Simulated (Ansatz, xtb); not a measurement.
Gas-phase reaction R1 → P1, each structure at its B3LYP-D3(BJ)/def2-TZVP stationary point, reached from a drawn start; harmonic modes at that level show minima.
P1, HNSi (SMILES N#[SiH]) (charge 0, multiplicity 1):
```xyz
3

H      0.000     0.000    -1.509
Si     0.000     0.000    -0.026
N      0.000     0.000     1.534
```
R1, HNSi (SMILES [NH+]#[Si-]) (charge 0, multiplicity 1):
```xyz
3

H      0.0000     0.0000    -1.1832
N      0.0000     0.0000    -0.1831
Si     0.0000     0.0000     1.3664
```

P less R. No zero-point or thermal terms.

Cores are frozen in the correlated methods. CBS: X⁻³ extrapolation of the correlation energy, Hartree–Fock from the larger set.

The values were computed with Ansatz (Gaussian basis) for Hartree–Fock, density functionals and correlated methods; xtb for the GFN methods. No computed number here is a measurement.

Problem. What is the computed reaction energy (GFN1-xTB)?

Solution. 35.1 kcal/mol

Problem. What is the computed reaction energy (CCSD(T)/CBS(cc-pV(T+d)Z, cc-pV(Q+d)Z))?

Solution. 68.2 kcal/mol

Problem. What reaction energy does BLYP/def2-TZVPP give?

Solution. 65.9 kcal/mol

Ansatz is an electronic-structure program.
